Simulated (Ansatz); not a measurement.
C4H3F3 can be A, `FC1=CC(F)(F)C1`, or B, `CC#CC(F)(F)F`.

Calculated with Ansatz (gas phase, PBE0-D4/def2-TZVP geometries, no zero-point term in ΔE). CCSD(T)/CBS is the MP2 limit (def2-TZVPP, def2-QZVPP) plus CCSD(T) − MP2 in def2-TZVPP, frozen cores. Functionals use def2-TZVPP. B3LYP here is the variant with VWN-RPA as its local correlation; programs differ in this.

A:

```xyz
10

F    -0.891    0.159   -2.229
C    -0.416   -0.032   -1.022
C    -0.197   -1.124   -0.296
C     0.315   -0.264    0.821
F    -0.390   -0.314    1.976
F     1.612   -0.450    1.163
C     0.051    0.997   -0.040
H    -0.320   -2.189   -0.419
H    -0.714    1.665    0.360
H     0.950    1.552   -0.313
```

B:

```xyz
10

C    -2.007   -0.512   -0.200
C    -0.613   -0.156   -0.062
C     0.543    0.140    0.053
C     1.946    0.497    0.194
F     2.608   -0.396    0.940
F     2.094    1.692    0.779
F     2.561    0.557   -0.993
H    -2.239   -0.761   -1.238
H    -2.648    0.318    0.105
H    -2.246   -1.378    0.422
```

Which is lower in electronic energy at CCSD(T)/CBS, and by how much? (Best estimate.)

Computed: A, by 0.1 kJ/mol. So small a gap doesn't settle the order.

Give E(B) − E(A) in kJ/mol with B3LYP, CCSD(T)/def2-TZVPP, ωB97M-V, B2PLYP, HF/def2-TZVPP, CCSD(T)/def2-SVP, CCSD/def2-TZVPP. (Estimate.)

The calculation gave: B3LYP -10.1, CCSD(T)/def2-TZVPP -4.4, ωB97M-V 5.7, B2PLYP -12.9, HF/def2-TZVPP -18.0, CCSD(T)/def2-SVP -16.7, CCSD/def2-TZVPP -5.2. The order is the other way round with B3LYP, CCSD(T)/def2-TZVPP, B2PLYP, HF/def2-TZVPP, CCSD(T)/def2-SVP, CCSD/def2-TZVPP.

Does the order hold for the free energy at 298.15 K (harmonic terms from PBE0-D4)? (An estimate is asked.)

Ansatz gave: No: G(B) − G(A) = -10.4 kJ/mol. Modes under 60 cm⁻¹, often nearly free rotors, make the harmonic entropy too high.

Largest T1 diagnostic: 0.012.

In def2-TZVPP, CCSD(T) changes the Hartree–Fock value by +13.6 kJ/mol (the triples alone add +0.8 kJ/mol) and MP2 by +6.2 kJ/mol. From r2SCAN to r2SCAN0 (25 % exact exchange), in def2-TZVPP and without D4, E(B) − E(A) moves by +6.1 kJ/mol.
